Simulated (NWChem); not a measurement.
System: BeIF; SMILES [F][Be][I]

NWChem input:

```
start job
memory heap 200 mb stack 900 mb global 1100 mb
geometry units angstroms
  Be     0.000000     0.000000     1.560323
  F      0.000000     0.000000     2.949657
  I      0.000000     0.000000    -0.604781
end
basis spherical
  * library def2-svp
end
ecp
  I library def2-ecp
end
dft
  xc xcamb88 1.00 lyp 0.81 vwn_5 0.19 hfexch 1.00
  cam 0.33 cam_alpha 0.19 cam_beta 0.46
  iterations 150
end
driver
  maxiter 120
end
task dft optimize
dft
  grid fine
  convergence energy 1d-8 density 1d-7
end
task dft freq numerical
```

def2 effective core potentials on I; no spin-orbit coupling.

The level has its own optimisation; frequencies are unscaled.

What results follow from this input? (CAM-B3LYP/def2-SVP with def2 effective core potentials on I.) Quantities: r Be–F (Å); r Be–I (Å); highest harmonic frequency (cm⁻¹); lowest (cm⁻¹); zero-point energy (kcal/mol).


| Property | Value |
|---|---|
| r Be–F (Å) | 1.383 |
| r Be–I (Å) | 2.160 |
| highest harmonic frequency (cm⁻¹) | 1387 |
| lowest (cm⁻¹) | 255 |
| zero-point energy (kcal/mol) | 3.2 |
